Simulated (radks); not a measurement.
Values are calculated unless marked as measured or tabulated.
Initial-state core-level shifts of the sulfur ion S2+ when its valence configuration changes from [Ne] 3s2 3p2. Level of theory: scalar-relativistic Kohn-Sham, PBE, spin-unpolarised, spherical densities, finite nucleus; Fermi nuclear charge, rms radius 3.2611 fm (a radial shooting solver on a logarithmic mesh with Libxc functionals). Shifts are changes of the shell-averaged eigenvalues in eV (positive: less bound); the change of the density at the nucleus, which sets a Mossbauer isomer shift, is in e/bohr^3, on a base of 2960.

valence	1s	2s	2p	density at nucleus
3s1 3p3	-1.289	-1.290	-1.271	-11.3914
3s1.5 3p2.5	-0.651	-0.651	-0.641	-5.6616
3p4	-2.528	-2.539	-2.498	-23.0456
3s0.5 3p3.5	-1.914	-1.919	-1.890	-17.1868
